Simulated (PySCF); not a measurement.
## Lu⁶⁹⁺ (lutetium, charge +69): Hartree-Fock from Schrödinger to Dirac-Coulomb-Breit

Occupied: 1s1/2. Hartree-Fock calculated with PySCF 2.14 in an uncontracted even-tempered set (16 s from 18 bohr⁻², ratio 2.7; 13 p from 22 bohr⁻², ratio 2.7), Gaussian nucleus throughout. NR is non-relativistic, sf-X2C the spin-free one-electron X2C Hamiltonian, X2C adds the bare one-electron spin-orbit term, X2C-SNSO screens it by Boettger's factors, DC is four-component Dirac-Coulomb, and the Gaunt and Breit terms are added at first order (total energies over the DC spinors, levels after relaxing the spinors in that mean field). QED terms are absent. Levels marked empty are virtual spinors of this ion.

| Hamiltonian | E (hartree) | E − E(DC) (hartree) | CPU seconds |
| --- | --- | --- | --- |
| NR | -4996.3781 | 386.6481 | 0.36 |
| sf-X2C | -5380.4360 | 2.5902 | 0.22 |
| X2C | -5380.4360 | 2.5902 | 0.21 |
| X2C-SNSO | -5380.4360 | 2.5902 | 0.19 |
| DC | -5383.0262 | 0.0000 | 4.7 |
| DC+Gaunt | -5377.8850 | 5.1412 | 8.6 |
| DC+Breit | -5377.8850 | 5.1412 | 83 |

| level (eV) | NR | sf-X2C | X2C | X2C-SNSO | DC | DC+Gaunt | DC+Breit |
| --- | --- | --- | --- | --- | --- | --- | --- |
| 1s1/2 | -67378.5 | -72497.9 | -72497.9 | -72497.9 | -72567.9 | -72429.0 | -72429.0 |
| 2s1/2 (empty) | -16382.8 | -17950.0 | -17950.0 | -17950.0 | -17957.8 | -17942.1 | -17944.0 |
| 2p1/2 (empty) | -16250.2 | -16872.8 | -17793.4 | -17778.3 | -17774.7 | -17741.7 | -17746.3 |
| 2p3/2 (empty) | -16250.2 | -16872.8 | -16501.7 | -16506.6 | -16511.9 | -16495.9 | -16500.6 |
| 3s1/2 (empty) | -7228.2 | -7780.1 | -7780.1 | -7780.1 | -7782.3 | -7777.9 | -7778.4 |

```tsv
interval (eV)	X2C	X2C-SNSO	DC	DC+Gaunt	DC+Breit
2p3/2 − 2p1/2	1292	1272	1263	1246	1246
```

Weight of the small component: 1s1/2 0.0716, 2s1/2 0.0176, 2p1/2 0.0175, 2p3/2 0.0163, 3s1/2 0.00773.

Koopmans' value for the highest occupied level at DC+Breit: 72429.0 eV, against an ionisation energy of 72322.87 ± 0.15 eV (theoretical estimate listed by NIST; NIST Atomic Spectra Database, ionization energies); the former lacks relaxation, correlation, QED and recoil.

The whole ladder took 98 s of wall time on 1 thread of Intel(R) Xeon(R) Platinum 8259CL CPU @ 2.50GHz (shared host), launched as `OMP_NUM_THREADS=1 python relrun2.py TASK.json OUT` (a driver that calls PySCF for each Hamiltonian).
